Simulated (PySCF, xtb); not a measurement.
C₂H₈Zr, SMILES [CH3][ZrH2][CH3], multiplicity 1.

Harmonic wavenumbers (cm⁻¹) from GFN2-xTB run with xtb at its own minimum, in rising order: 68, 89, 120, 322, 403, 413, 413, 425, 454, 460, 473, 478, 522, 1171, 1180, 1198, 1249, 1467, 1469, 1473, 1476, 2782, 2790, 2859, 2862, 2864, 2870.

What does PySCF with B3LYP-D3(BJ)/def2-SVP give at its own minimum? (An estimate is asked for; the answer gives what the named calculation found.)

97, 100, 130, 234, 292, 318, 438, 465, 474, 538, 555, 574, 618, 1144, 1146, 1387, 1391, 1391, 1391, 1639, 1670, 2971, 2972, 3057, 3058, 3086, 3090. Paired by order, the mean absolute difference is 107 cm⁻¹ and the zero-point energies are 46.2 and 48.9 kcal/mol.
